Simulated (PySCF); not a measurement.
PySCF input file for methyl(silylsulfanyl)silane (CH8SSi2), SMILES S([SiH2]C)[SiH3], B3LYP-D3(BJ)/def2-SVP. The structure is a stationary point at B3LYP-D3(BJ)/def2-SVP. One conformer was computed; it need not be the lowest.

```python
import numpy as np
from pyscf import gto, scf, dft, df
from pyscf.hessian import thermo

mol = gto.M(
    atom='''
    Si    1.40697646    1.13162855    0.65968072
    S     0.45563685   -0.79751592    0.83133190
    Si   -0.78107391   -0.78246049   -0.95252184
    C    -2.09340190    0.56104079   -0.88817432
    H     2.00243352    1.30972871   -0.69614581
    H     0.44863790    2.24901787    0.89905270
    H     2.47266839    1.16739865    1.69639884
    H     0.08208426   -0.59851530   -2.15559987
    H    -1.40028534   -2.13582906   -0.98671609
    H    -2.74362911    0.50417516   -1.77689504
    H    -2.71815366    0.44704971    0.01120075
    H    -1.63617003    1.56263135   -0.86378412
    ''',
    basis='def2-SVP',
    charge=0,
    spin=0,
    max_memory=1600,
    verbose=3,
)
mf = dft.RKS(mol, xc='b3lyp').density_fit(auxbasis='def2-universal-jkfit')
mf.disp = 'd3bj'
mf.grids.level = 3
mf.conv_tol = 1e-11
mf.max_cycle = 100
mf.kernel()

# analytic Hessian; the response equations are solved on a coarser grid
h, args, fine = mf.Hessian(), (mf.mo_energy, mf.mo_coeff, mf.mo_occ), mf.grids
h.max_memory = max(150, 2.5e-5 * df.make_auxmol(mol, mf.with_df.auxbasis).nao * mol.nelec[0] * (mol.nelec[0] + mol.nao))  # MB; small integral blocks
h1ao = h.make_h1(mf.mo_coeff, mf.mo_occ)
mf.grids = dft.Grids(mol).set(level=1).build(with_non0tab=True)
mo1, mo_e1 = h.solve_mo1(*args, h1ao)
mf.grids = fine
hess = h.hess_elec(*args, mo1, mo_e1, h1ao) + h.hess_nuc()
if mf.do_disp():
    hess += h.get_dispersion()
for i in range(mol.natm):  # the analytic DFT Hessian lacks the response of the grid: restore translational invariance
    hess[i, i] -= hess[i].sum(axis=0)
hess = (hess + hess.transpose(1, 0, 3, 2)) / 2
vib = thermo.harmonic_analysis(mol, hess, imaginary_freq=False)
thermo.dump_normal_mode(mol, vib)
th = thermo.thermo(mf, vib['freq_au'][vib['freq_au'] > 0], 298.15, 101325)
thermo.dump_thermo(mol, th)
g0 = mf.nuc_grad_method().set(verbose=0).kernel()

# dipole derivatives [dipole axis, atom, xyz] from the same response
r, irp = mol.intor('int1e_r'), mol.intor('int1e_irp').reshape(3, 3, mol.nao, mol.nao)
sl, dm0, ok = mol.aoslice_by_atom(), np.array(mf.make_rdm1()), []
dmu = np.einsum('a,xt->xat', mol.atom_charges(), np.eye(3))
for a, (_, _, p0, p1) in enumerate(sl):
    dmu[:, a] += 2 * np.einsum('xtij,ij->xt', irp[:, :, :, p0:p1], dm0.reshape(-1, mol.nao, mol.nao).sum(0)[:, p0:p1])
    for u, c, occ, f in [(mo1, mf.mo_coeff, mf.mo_occ, 4)]:
        dmu[:, a] -= f * np.einsum('tui,xuv,vi->xt', u[a], r, c[:, occ > 0], optimize=True)
L = vib['norm_mode']
ir = 974.8801 * (np.einsum('xat,kat->kx', dmu, L) ** 2).sum(1)       # km/mol
apt = np.einsum('xax->a', dmu) / 3

# polarisability derivatives from nuclear gradients in small electric fields
h0, F = mf.get_hcore(), 0.005
def in_field(f, guess):
    m = mf.copy()
    m.verbose, m.conv_tol, m.conv_tol_grad = 0, 1e-11, 2e-7
    m.get_hcore = lambda *a: h0 + np.einsum('x,xij->ij', f, r)
    m.kernel(guess)
    ok.append(m.converged)
    dm = np.array(m.make_rdm1())
    g = m.nuc_grad_method().kernel() - np.outer(mol.atom_charges(), f)
    for a, (_, _, p0, p1) in enumerate(sl):
        g[a] -= 2 * np.einsum('x,xtij,ij->t', f, irp[:, :, :, p0:p1], dm[:, p0:p1])
    return g, -np.einsum('xij,ij->x', r, dm), dm
E = np.eye(3) * F
g0, _, dm0 = in_field(np.zeros(3), dm0)
gp = [in_field(e, dm0) for e in E]
gm = [in_field(-e, 2 * dm0 - p[2]) for e, p in zip(E, gp)]
alpha = np.array([(p[1] - q[1]) / (2 * F) for p, q in zip(gp, gm)])  # bohr^3
check = abs(np.array([-(p[0] - q[0]) / (2 * F) for p, q in zip(gp, gm)]) - dmu).max()
print('static polarisability / bohr^3:', alpha.round(3))
print('largest difference of analytic and finite-field dipole derivatives / e:', check)
da = np.zeros((3, 3, mol.natm, 3))
for x in range(3):
    da[x, x] = -(gp[x][0] + gm[x][0] - 2 * g0) / F**2
for x, y in ((0, 1), (0, 2), (1, 2)):
    up, down = in_field(E[x] + E[y], gp[x][2] + gp[y][2] - dm0), in_field(-E[x] - E[y], gm[x][2] + gm[y][2] - dm0)
    both = -(up[0] + down[0] - 2 * g0) / F**2
    da[x, y] = da[y, x] = (both - da[x, x] - da[y, y]) / 2
aq = np.einsum('xyat,kat->kxy', da, L) * 0.529177210903**2           # A^2/amu^1/2
a = np.einsum('kxx->k', aq) / 3
g2 = 1.5 * (aq**2).sum((1, 2)) - 4.5 * a**2
raman, depol = 45 * a**2 + 7 * g2, 3 * g2 / (45 * a**2 + 4 * g2 + 1e-12)
print('mode   freq/cm-1   IR/(km/mol)   Raman/(A^4/amu)   depolarisation')
for k, w in enumerate(vib['freq_wavenumber']):
    print(f'{k + 1:4d} {w:11.2f} {ir[k]:13.3f} {raman[k]:17.3f} {depol[k]:16.3f}')
print('max |gradient| / (hartree/bohr):', abs(g0).max())
print('APT charges:', apt.round(4))
```

Output:

```
[...]
       0  Si                -0.01  0.00 -0.01    0.00  0.00  0.00   -0.01 -0.01 -0.00
       1   S                 0.01 -0.02  0.00    0.00  0.00  0.00   -0.00 -0.01 -0.00
       2  Si                -0.05  0.06  0.01    0.04  0.02 -0.00   -0.02  0.01 -0.04
       3   C                 0.04 -0.10 -0.08   -0.08 -0.08  0.02   -0.01 -0.00  0.08
       4   H                 0.05  0.06  0.02   -0.06 -0.06 -0.03    0.14  0.23  0.08
       5   H                 0.07  0.07  0.02   -0.06 -0.05 -0.02    0.18  0.17 -0.03
       6   H                -0.03 -0.07  0.02   -0.03 -0.07  0.03    0.08  0.19 -0.09
       7   H                 0.17 -0.06  0.15    0.05 -0.18 -0.02    0.46 -0.23  0.28
       8   H                 0.22 -0.06  0.26   -0.48  0.25 -0.11    0.15 -0.07  0.25
       9   H                -0.20  0.27  0.09    0.00  0.23 -0.05    0.23 -0.18 -0.09
      10   H                 0.31 -0.18  0.10   -0.13  0.34  0.03   -0.24  0.21 -0.06
      11   H                 0.29 -0.21  0.13    0.39 -0.28 -0.05    0.04 -0.02 -0.14
Mode                                15                  16                  17
Irrep
Freq [cm^-1]                      931.9431            943.7234            950.4306
Reduced mass [au]                   1.0576              1.0581              1.0765
Force const [Dyne/A]                0.5412              0.5552              0.5729
Char temp [K]                    1340.8587           1357.8079           1367.4581
Normal mode                   x     y     z       x     y     z       x     y     z
       0  Si                 0.03  0.00 -0.01   -0.00 -0.01 -0.01   -0.01 -0.03 -0.02
       1   S                 0.00 -0.00  0.00   -0.00 -0.00 -0.00   -0.00  0.00 -0.00
       2  Si                -0.01  0.01 -0.01    0.02 -0.03 -0.01    0.01  0.01  0.02
       3   C                 0.00  0.00  0.02   -0.00  0.00 -0.01   -0.01 -0.00 -0.02
       4   H                -0.56 -0.05 -0.27   -0.02  0.08 -0.01    0.17  0.08  0.08
       5   H                 0.07  0.03  0.09    0.19  0.12  0.17    0.35  0.21  0.40
       6   H                -0.48 -0.01  0.50   -0.12  0.26  0.11   -0.10  0.55  0.07
       7   H                 0.09 -0.14  0.04    0.03  0.62  0.11   -0.18 -0.23 -0.15
       8   H                 0.13 -0.06  0.00   -0.36  0.14  0.46    0.04 -0.00 -0.35
       9   H                 0.06 -0.07 -0.02   -0.06  0.05  0.02   -0.05  0.05  0.01
      10   H                -0.05  0.03 -0.02    0.02 -0.02  0.00    0.05 -0.01  0.02
      11   H                -0.02  0.01 -0.03   -0.01  0.01  0.01    0.03 -0.02  0.04
Mode                                18                  19                  20
Irrep
Freq [cm^-1]                      969.3676           1271.8017           1430.1004
Reduced mass [au]                   1.0628              1.2471              1.0489
Force const [Dyne/A]                0.5884              1.1885              1.2639
Char temp [K]                    1394.7041           1829.8394           2057.5960
Normal mode                   x     y     z       x     y     z       x     y     z
       0  Si                -0.00  0.03 -0.02    0.00 -0.00  0.00    0.00 -0.00  0.00
       1   S                 0.00  0.00  0.00    0.00 -0.00  0.00    0.00  0.00 -0.00
       2  Si                -0.01  0.00 -0.01   -0.01  0.01 -0.00   -0.00 -0.00  0.00
       3   C                 0.00 -0.00  0.02    0.09 -0.09 -0.00   -0.04 -0.04  0.02
       4   H                 0.28 -0.59  0.04   -0.00  0.00 -0.00   -0.00  0.00 -0.00
       5   H                -0.18 -0.27  0.59    0.00  0.00 -0.00    0.00  0.00 -0.00
       6   H                -0.05 -0.02  0.04   -0.00  0.00  0.00    0.00  0.00  0.00
       7   H                 0.13 -0.02  0.08    0.00 -0.02  0.01    0.00  0.02  0.01
       8   H                 0.06 -0.03  0.12    0.02 -0.00 -0.01    0.01 -0.01 -0.01
       9   H                 0.06 -0.04 -0.02   -0.26  0.39  0.21    0.45  0.39 -0.36
      10   H                -0.05  0.03 -0.01   -0.27  0.40 -0.18    0.41  0.06  0.33
      11   H                -0.01  0.00 -0.03   -0.47  0.18  0.00   -0.34  0.12 -0.23
Mode                                21                  22                  23
Irrep
Freq [cm^-1]                     1434.7390           2210.8285           2216.9120
Reduced mass [au]                   1.0495              1.0372              1.0372
Force const [Dyne/A]                1.2729              2.9869              3.0034
Char temp [K]                    2064.2700           3180.8899           3189.6428
Normal mode                   x     y     z       x     y     z       x     y     z
       0  Si                -0.00 -0.00 -0.00    0.01  0.00 -0.01    0.02 -0.03 -0.01
       1   S                 0.00  0.00  0.00    0.00  0.00  0.00   -0.00 -0.00 -0.00
       2  Si                 0.00  0.00  0.00   -0.02 -0.00  0.02   -0.00 -0.00  0.00
       3   C                 0.01  0.01  0.06    0.00 -0.00  0.00   -0.00  0.00  0.00
       4   H                -0.00  0.00 -0.00   -0.19 -0.05  0.44    0.04 -0.00 -0.06
       5   H                 0.00 -0.00  0.00    0.04 -0.04 -0.02   -0.63  0.72  0.16
       6   H                -0.00  0.00  0.00   -0.04  0.00 -0.05    0.06 -0.01  0.05
       7   H                -0.02 -0.00 -0.01    0.50  0.10 -0.68    0.06  0.01 -0.09
       8   H                -0.00  0.00 -0.02   -0.04 -0.07  0.01   -0.00  0.01 -0.00
       9   H                -0.08  0.35  0.09    0.00  0.00  0.00   -0.00  0.00  0.00
      10   H                -0.23 -0.52 -0.19   -0.01  0.00  0.00   -0.00 -0.00  0.00
      11   H                 0.11 -0.02 -0.67   -0.00 -0.00 -0.00   -0.00 -0.00 -0.00
Mode                                24                  25                  26
Irrep
Freq [cm^-1]                     2219.4078           2236.6593           2247.3171
Reduced mass [au]                   1.0405              1.0432              1.0451
Force const [Dyne/A]                3.0197              3.0747              3.1097
Char temp [K]                    3193.2337           3218.0548           3233.3890
Normal mode                   x     y     z       x     y     z       x     y     z
       0  Si                -0.02 -0.00  0.02    0.00 -0.00  0.00    0.02 -0.00  0.03
       1   S                -0.00 -0.00  0.00    0.00  0.00  0.00    0.00  0.00  0.00
       2  Si                -0.01  0.00  0.01    0.02  0.03 -0.00   -0.00 -0.00  0.00
       3   C                 0.00 -0.00 -0.00    0.00 -0.00 -0.00    0.00  0.00  0.00
       4   H                 0.33  0.09 -0.77   -0.00 -0.00  0.01    0.06  0.01 -0.11
       5   H                 0.07 -0.08 -0.01   -0.01  0.02  0.00   -0.03  0.05  0.02
       6   H                 0.07  0.00  0.09   -0.04 -0.00 -0.04   -0.69 -0.02 -0.67
       7   H                 0.27  0.06 -0.38   -0.05 -0.00  0.08    0.01  0.00 -0.01
       8   H                -0.03 -0.06  0.00   -0.40 -0.88 -0.02    0.02  0.05  0.00
       9   H                -0.00  0.00  0.00    0.00  0.00  0.00    0.00  0.00 -0.00
      10   H                -0.00  0.00  0.00    0.00  0.00 -0.00   -0.00  0.00  0.00
      11   H                -0.00 -0.00  0.00   -0.00  0.01 -0.00   -0.00 -0.00 -0.00
Mode                                27                  28                  29
Irrep
Freq [cm^-1]                     3030.5758           3121.8064           3133.4265
Reduced mass [au]                   1.0353              1.1021              1.1032
Force const [Dyne/A]                5.6021              6.3281              6.3815
Char temp [K]                    4360.3238           4491.5843           4508.3031
Normal mode                   x     y     z       x     y     z       x     y     z
       0  Si                -0.00  0.00  0.00   -0.00  0.00 -0.00    0.00 -0.00  0.00
       1   S                -0.00  0.00 -0.00   -0.00 -0.00 -0.00    0.00  0.00 -0.00
       2  Si                 0.00 -0.00 -0.00    0.00  0.00  0.00   -0.00 -0.00  0.00
       3   C                -0.04  0.03 -0.01    0.04  0.04  0.06   -0.05 -0.05  0.06
       4   H                -0.00 -0.00 -0.00    0.00 -0.00 -0.00    0.00  0.00 -0.00
       5   H                 0.00 -0.00  0.00    0.00 -0.00  0.00   -0.00  0.00 -0.00
       6   H                -0.00 -0.00 -0.00    0.00 -0.00  0.00   -0.00  0.00 -0.00
       7   H                -0.00  0.00  0.00    0.00 -0.00 -0.00    0.00 -0.00 -0.00
       8   H                -0.00  0.00  0.00   -0.00 -0.00 -0.00    0.00  0.00 -0.00
       9   H                 0.37  0.04  0.51   -0.42 -0.03 -0.57   -0.10 -0.02 -0.12
      10   H                 0.29  0.07 -0.43    0.16  0.04 -0.21    0.43  0.07 -0.62
      11   H                -0.24 -0.48 -0.01   -0.24 -0.53 -0.00    0.22  0.50  0.02
temperature 298.1500 [K]
pressure 101325.00 [Pa]
Rotational constants [GHz] 4.96600 1.95761 1.59630
Symmetry number 1
Zero-point energy (ZPE) 0.08100 [Eh]   212663.209 [J/mol]
                           tot       elec      trans        rot        vib
Entropy [J/mol/K]       348.038      0.000    167.175    114.763     66.100
Cv [J/mol/K]            104.398      0.000     12.472     12.472     79.454
Cp [J/mol/K]            112.712      0.000     20.786     12.472     79.454
Internal energy [J/mol]                      3718.434   3718.434 223809.108
Internal energy [Eh]   -1019.80138  -1019.88946
Enthalpy [J/mol]                             6197.391   3718.434 223809.108
Enthalpy [Eh]          -1019.80044
Gibbs free energy [J/mol]                  -43645.860 -30498.133 204101.343
Gibbs free energy [Eh] -1019.83996
static polarisability / bohr^3: [[79.544  8.014 11.372]
 [ 8.016 75.687  4.154]
 [11.368  4.153 72.215]]
largest difference of analytic and finite-field dipole derivatives / e: 0.0009049361311173065
mode   freq/cm-1   IR/(km/mol)   Raman/(A^4/amu)   depolarisation
   1       -6.25         0.188             0.732            0.749
   2       86.85         0.369             0.034            0.654
   3      129.51         0.290             1.380            0.349
   4      172.02         0.225             0.355            0.538
   5      205.20         1.629             2.707            0.744
   6      462.88         9.152            15.148            0.128
   7      481.67         8.461             3.662            0.276
   8      511.36        87.835             5.658            0.403
   9      626.19        17.036             5.978            0.678
  10      630.98        16.702            11.598            0.681
  11      684.98         6.459            13.212            0.435
  12      691.90         9.559            18.262            0.657
  13      741.02        50.821             4.831            0.466
  14      887.33       120.638             7.351            0.750
  15      893.59       316.424            13.413            0.734
  16      931.94        48.162            23.447            0.744
  17      943.72       173.239             9.357            0.744
  18      950.43        44.499            26.997            0.670
  19      969.37       128.022            14.942            0.744
  20     1271.80        18.068             0.738            0.341
  21     1430.10         5.244            14.623            0.742
  22     1434.74         1.721             8.858            0.715
  23     2210.83        33.779            20.983            0.344
  24     2216.91        85.250           144.533            0.129
  25     2219.41       163.051           208.262            0.174
  26     2236.66       116.509           163.086            0.320
  27     2247.32        94.537           190.639            0.341
  28     3030.58         2.460           144.594            0.034
  29     3121.81         4.162            93.869            0.720
  30     3133.43         2.232            62.588            0.746
max |gradient| / (hartree/bohr): 6.66729363289788e-05
APT charges: [ 1.0869 -0.7026  1.2265 -0.3525 -0.258  -0.2686 -0.2415 -0.284  -0.2709
  0.0132  0.0253  0.0264]
```

The run converged.

Cost: around 7 core-minutes (rough).
